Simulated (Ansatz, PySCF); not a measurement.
1,2-dihydrosiline (C5H8Si), SMILES C1=CC[SiH2]C=C1. Atoms are numbered in the order given.

```xyz
14

C      0.9387     1.3725    -0.5072
C     -0.3675     1.3991    -0.8409
C     -1.4125     0.4194    -0.3702
Si    -0.6889    -1.2291     0.2375
C      1.0541    -0.7993     0.7555
C      1.5998     0.3639     0.3333
H      1.5793     2.1785    -0.8778
H     -0.7171     2.2250    -1.4712
H     -1.9678     0.8801     0.4710
H     -2.1700     0.2574    -1.1550
H     -1.4967    -1.7740     1.3690
H     -0.6901    -2.2643    -0.8442
H      1.6727    -1.4722     1.3593
H      2.6354     0.5990     0.6100
```

Geometry: B3LYP-D3(BJ)/def2-SVP. The values are those of a single conformer.

Two levels are set side by side: PBE-D3(BJ)/def2-SVP (Ansatz, an electronic-structure program) and B3LYP-D3(BJ)/def2-SVP (Ansatz). Each level has its own optimised geometry; the coordinates shown are those of the second. Frequencies come from the Hessian of PySCF at each geometry. Differences are taken from unrounded values.

```csv
quantity,B3LYP-D3(BJ),PBE-D3(BJ),PBE-D3(BJ) minus B3LYP-D3(BJ)
mean bond length (Å),1.359,1.367,0.008
bond C1–C2 (Å),1.348,1.359,0.010
bond C1–C6 (Å),1.470,1.468,-0.002
bond C2–C3 (Å),1.508,1.507,-0.001
bond C3–Si4 (Å),1.900,1.907,0.007
bond Si4–C5 (Å),1.868,1.873,0.005
bond C5–C6 (Å),1.352,1.363,0.010
bond C1–H7 (Å),1.094,1.102,0.008
bond C2–H8 (Å),1.096,1.104,0.008
bond C3–H9 (Å),1.108,1.116,0.008
bond C3–H10 (Å),1.103,1.110,0.007
bond Si4–H11 (Å),1.493,1.506,0.013
bond Si4–H12 (Å),1.497,1.511,0.014
bond C5–H13 (Å),1.095,1.103,0.008
bond C6–H14 (Å),1.097,1.106,0.008
highest harmonic wavenumber (cm⁻¹),3171,3108,-63
mean harmonic wavenumber (cm⁻¹),1345,1307,-38
zero-point energy (kcal/mol),69.24,67.29,-1.95
```

GGA bonds tend to be longer and softer than those of functionals with exact exchange. Differences between two approximate levels are no errors against the true value.
